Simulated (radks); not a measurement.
The numbers below are computed, except where a source is named.
Q: The mean radii <r> (bohr) of the occupied orbitals of an atom or ion are listed with their occupations. Level of theory: scalar-relativistic Kohn-Sham, PBE, spin-polarised, spherical densities, finite nucleus; Fermi nuclear charge, rms radius of each element as measured or else 0.836 A^(1/3) + 0.57 fm (a radial shooting solver on a logarithmic mesh with Libxc functionals).

| orbital | occ. | <r> |
|---|---|---|
| 1s up | 1 | 0.04860 |
| 1s down | 1 | 0.04860 |
| 2s up | 1 | 0.2179 |
| 2s down | 1 | 0.2178 |
| 2p up | 3 | 0.1908 |
| 2p down | 3 | 0.1907 |
| 3s up | 1 | 0.6471 |
| 3s down | 1 | 0.6475 |
| 3p up | 3 | 0.6708 |
| 3p down | 3 | 0.6712 |
| 3d up | 5 | 0.7503 |
| 3d down | 4 | 0.7506 |
| 4p up | 1 | 2.170 |

Name the element and its charge. Open shells, if any, are filled with parallel spins first.

A: Z = 31, gallium, charge +3: Ga3+ in [Ar] 3d9 4p1. The 1s radius gives Z: for a bare nucleus <r> = (2 gamma + 1)/(2Z) with gamma = sqrt(1 - (Z/c)^2), 0.04755 bohr for Z = 31, and screening makes it slightly larger (0.04860 here). The occupations add up to 28, and the charge is Z minus that.
